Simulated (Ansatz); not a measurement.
Frontier orbitals of C$_{10}$H$_{18}$, SMILES `CC1=CCC(C(C)C)CC1`.

```xyz
28

C     2.482   -0.733    2.774
C     1.516   -0.440    1.673
C     0.799    0.681    1.633
C    -0.215    1.004    0.581
C    -0.589   -0.213   -0.259
C    -1.480    0.103   -1.469
C    -2.807    0.719   -1.047
C    -0.804    0.968   -2.526
C     0.678   -0.968   -0.636
C     1.392   -1.484    0.602
H     2.491    0.058    3.525
H     3.499   -0.850    2.384
H     2.231   -1.676    3.273
H     0.940    1.420    2.419
H    -1.107    1.418    1.063
H     0.170    1.807   -0.062
H    -1.176   -0.879    0.390
H    -1.701   -0.866   -1.936
H    -3.487    0.802   -1.899
H    -2.670    1.726   -0.643
H    -3.301    0.115   -0.281
H    -0.568    1.964   -2.140
H     0.123    0.522   -2.891
H    -1.465    1.103   -3.385
H     0.440   -1.797   -1.311
H     1.353   -0.299   -1.182
H     2.392   -1.850    0.339
H     0.862   -2.356    1.012
```

Total charge 0; spin multiplicity 1. Geometry: relaxed with PBE0-D4/def2-TZVP. It is one conformer, not always the lowest. Basis def2-TZVPP, the Gaussian-basis code of Ansatz.

Orbital energies of one run (eV). Highest occupied ones, from the top: -6.66, -8.43, -8.59, -8.88, -9.34, -9.86, -9.97, -10.25, -10.56, -10.72, -10.97, -11.45, -11.65, -11.93. Empty: 0.94, 1.63, 2.03, 2.23, 2.45, 2.91.

Question: Which functional gave them?
A. ωB97X-V
B. BHLYP
C. r2SCAN0
D. r2SCANh

Answer: C. HOMO energies: r2SCAN0 -6.66, r2SCANh -6.04, BHLYP -7.51, ωB97X-V -8.85 eV.
